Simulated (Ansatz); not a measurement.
Reactions of CH7PSi (`C[SiH2]P`).

Isolated molecules relaxed with PBE0-D4/def2-TZVP in Ansatz; ΔE leaves out vibrations. CCSD(T)/CBS is the MP2 limit (def2-TZVPP, def2-QZVPP) plus CCSD(T) − MP2 in def2-TZVPP, frozen cores. This one scheme is used for every species. DFT in def2-TZVPP. For Ga, Se outer-core shells are correlated without core-valence functions, which leaves a few kJ/mol of doubt a bond. Scalar relativity is left out up to krypton. One conformer a species, not always the lowest.

```tsv
reaction	CCSD(T)/CBS(def2) (kJ/mol)
`C[SiH2]P` + `SS` → `C[SiH2]SS` + PH₃	-44
`C[SiH2]P` + `C[Se][Se][SiH3]` → `C[SiH2][Se][Se]C` + `[SiH3]P`	-7
`C[SiH2]P` + `F[SiH](F)F` → `C[SiH2][Si](F)(F)F` + PH₃	?
`C[SiH2]P` + `[NH2][Al]([F])[NH][SiH3]` → `N[SiH2]P` + `[CH3][Al]([F])[NH][SiH3]`	?
`C[SiH2]P` + `C[NH][Al]([F])[Cl]` → `C[SiH2][Al]([F])[Cl]` + `CNP`	130
`C[SiH2]P` + `CCS(C)(=O)=O` → `CCS(=O)(=O)CC` + `[SiH3]P`	38
`C[SiH2]P` + `CO[CH2][GaH2]` → `COC[SiH2]P` + `[CH3][GaH2]`	-3
```

(1) Fill in the missing values. (Estimate.)

Largest T1 diagnostic: 0.014, for `CCS(C)(=O)=O`.

Answers

(1) Ansatz gave: `C[SiH2]P` + `F[SiH](F)F` → `C[SiH2][Si](F)(F)F` + PH₃: +30.6 kJ/mol; `C[SiH2]P` + `[NH2][Al]([F])[NH][SiH3]` → `N[SiH2]P` + `[CH3][Al]([F])[NH][SiH3]`: +41.7 kJ/mol.
